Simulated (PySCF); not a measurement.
Se(GeH3)(OSiH3), H₆GeOSeSi, SMILES [Se](O[SiH3])[GeH3], B3LYP/def2-SVP optimised geometry.

```
10

Se    -0.74    -0.65     3.04
Ge     0.81    -2.40     3.52
H      1.29    -2.13     4.96
H      0.09    -3.76     3.43
H      1.99    -2.34     2.53
O     -1.10    -1.21     1.31
Si    -0.49    -0.35     0.00
H     -0.97     1.06     0.00
H     -1.00    -1.06    -1.20
H      1.00    -0.35     0.00
```

Density from B3LYP/def2-TZVP in PySCF 2.14.0 at that geometry.

Minimum of the electron density along straight lines between bonded atoms, close to the bond critical point (lines longer than 1.1 times the sum of covalent radii, or with two minima, are not listed):

```csv
bond,length / Å,ρ at the minimum / e bohr⁻³,∇²ρ there / e bohr⁻⁵,position (fraction from the first atom)
Se1–Ge2,2.388,0.090,-0.02,0.56
Ge2–H3,1.543,0.132,0.05,0.59
Ge2–H4,1.540,0.134,0.05,0.59
Ge2–H5,1.540,0.133,0.05,0.59
Se1–O6,1.849,0.144,0.14,0.47
O6–Si7,1.685,0.127,0.67,0.59
Si7–H8,1.492,0.122,0.14,0.49
Si7–H9,1.488,0.123,0.13,0.49
Si7–H10,1.493,0.122,0.14,0.49
```
